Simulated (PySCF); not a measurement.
## Working out the ionisation energy of Ag

Ag [Kr] 4d10 5s1 (2S) → Ag⁺ [Kr] 4d10 (1S). Calculation: PySCF 2.14, in x2c-TZVPPall with one added diffuse shell each of s, p, d, f type (9s7p7d3f1g, 95 functions); scalar relativity by spin-free X2C-1e. Frozen: [Kr]. Energies in hartree (1 hartree = 27.21139 eV):

```
            part    Ag (lower)   Ag⁺ (upper)
             UHF  -5312.812324  -5312.578735
CCSD correlation     -0.365860     -0.330934
             (T)     -0.014579     -0.011045
```

**Question.** What does Hartree-Fock give?

**Answer.** (-5312.578735) − (-5312.812324) = 0.233589 hartree = 6.356 eV.

**Question.** What do CCSD and CCSD(T) give?

**Answer.** The CCSD correlation energies differ by 0.034926 hartree = 0.950 eV and the triples by 0.003534 hartree = 0.096 eV, so CCSD gives 7.306 eV and CCSD(T) 7.402 eV.

Measured between the centres of the two terms (NIST): 7.576 eV, so CCSD(T) (valence) is off by -0.174 eV.

What remains against the reference includes basis incompleteness, the frozen core and higher excitations.
